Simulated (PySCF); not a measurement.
Geometry:
```
atom   x (Å)   y (Å)   z (Å)
  F1   1.640   1.659   1.101
  C2   0.565   0.871   1.250
  F3  -0.430   1.666   1.682
  F4   0.850   0.028   2.257
  C5   0.200   0.151   0.009
  C6   0.554  -1.228  -0.473
  C7  -0.881  -0.841  -0.310
  C8  -0.827   0.459  -1.032
 Cl9  -0.364   0.545  -2.734
 H10   0.964  -1.323  -1.470
 H11   0.969  -1.914   0.253
 H12  -1.667  -1.281   0.267
 H13  -1.578   1.209  -0.815
```

Method: shielding tensors at PBE0/pcSseg-1 (GIAO), GFN2-xTB geometry, in PySCF 2.14.0 with density-fitted response routines (one averaged value for each set of equivalent atoms, isolated molecule, no relativistic terms, one conformer).

**Question.** List the cross peaks expected in HSQC, COSY and HMBC spectra.

**Answer.** 

HSQC (one-bond C–H):
```
        δH         δC
4.61 (H13)  67.3 (C8)
2.60 (H12)  21.5 (C7)
2.23 (H10)  31.4 (C6)
2.04 (H11)  31.4 (C6)
```

COSY cross peaks (H two or three bonds apart, from the bond graph; peaks can be absent where the dihedral angle is near 90°):
```
        δH          δH
4.61 (H13)  2.60 (H12)
2.60 (H12)  2.23 (H10)
2.60 (H12)  2.04 (H11)
2.23 (H10)  2.04 (H11)
```

HMBC (two and three bonds, from the bond graph):
```
        δH                                           δC
4.61 (H13)  134.9 (C2), 31.4 (C6), 22.4 (C5), 21.5 (C7)
2.60 (H12)  134.9 (C2), 67.3 (C8), 31.4 (C6), 22.4 (C5)
2.23 (H10)  134.9 (C2), 67.3 (C8), 22.4 (C5), 21.5 (C7)
2.04 (H11)  134.9 (C2), 67.3 (C8), 22.4 (C5), 21.5 (C7)
```

Shifts are taken against calculated references (same method and geometry level): TMS for 1H (σref 31.72), 13C (σref 186.93).

Carbons that carry Cl, above all several Cl atoms, come out too deshielded, partly because spin–orbit coupling is missing. Shifts are as computed. Against solution values, carbons near 30 ppm lie about +3 ppm off and those near 130 ppm about +5 ppm; carbons on Cl a further +6 ppm. Of 1211 compounds with measured shifts, 218 miss one by over three times the rms of a fit or turn the order of signals round; such compounds aren't used in these exercises.
